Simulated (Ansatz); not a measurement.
Reaction (SMILES): [SiH2]1[SiH2][SiH2][SiH2]1 + 4 [SiH4] (SiH4) → 4 [SiH3][SiH3]
Geometries: B3LYP-D3(BJ)/def2-TZVP minima from Ansatz (a first-principles code), one conformer each, not searched for the lowest.

Property: bond separation energy (electronic energy difference), in eV. Correlated levels leave the core frozen unless marked. Spin-orbit coupling is left out. No relativistic terms. CBS(X,Y): correlation extrapolated as X^-3; Hartree-Fock from the larger set. [CCSD(T)-MP2]/basis is that difference in the basis named.

```tsv
level	program	bond separation energy (eV)
RI-HF/aug-cc-pV(T+d)Z	Ansatz	-0.55
```

Problem. What does RI-MP2/CBS(cc-pV(T+d)Z,cc-pV(Q+d)Z)+[CCSD(T)-MP2]/cc-pV(T+d)Z (Ansatz) give?

Solution. -0.39 eV
